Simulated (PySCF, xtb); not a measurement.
Cl₃Sc, SMILES [Cl][Sc+]([Cl])[Cl] (connectivity only; charge and spin as stated), charge +1, multiplicity 2.

Harmonic wavenumbers (cm⁻¹) from GFN2-xTB run with xtb at its own minimum, in rising order: 18, 19, 54, 264, 277, 279.

### Question
What does PBE-D3(BJ)/def2-SVP (PySCF) give at its own minimum? (Estimate from the structure and the level; the computed values follow.)

### Answer
71, 83, 156, 296, 387, 485. Paired by order, the mean absolute difference is 95 cm⁻¹ and the zero-point energies are 1.3 and 2.1 kcal/mol.
